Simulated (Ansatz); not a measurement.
Molecule (SMILES): Br (HBr).
Geometry (B3LYP-D3(BJ)/def2-TZVP, fixed):
```
Br
H 1 1.4248
```

Basis-set convergence of the dipole moment at PBE0 with Ansatz (an electronic-structure program). Dipoles come from the density behind the forces; the sign is taken along the dipole that this method gives in the largest set. Cartesian d functions, on some or all atoms, in 3-21G, 6-31G, 6-31G*, 6-31G**; all else is spherical. No added dispersion term, no relativity. Reference: the value in aug-cc-pV5Z, 0.872 D. Deviations are taken from unrounded values.

| basis | functions | dipole moment (D) | minus reference (D) |
|---|---|---|---|
| STO-3G | 19 | 1.288 | 0.416 |
| 3-21G | 25 | 1.328 | 0.457 |
| 6-31G | 31 | 1.441 | 0.570 |
| 6-31G* | 37 | 1.152 | 0.280 |
| 6-31G** | 40 | 1.144 | 0.273 |
| 6-311G** | 50 | 1.128 | 0.257 |

Of the sets listed that have larger relatives (same family, alike in diffuse functions), none stays within 0.02 D of the reference together with them.
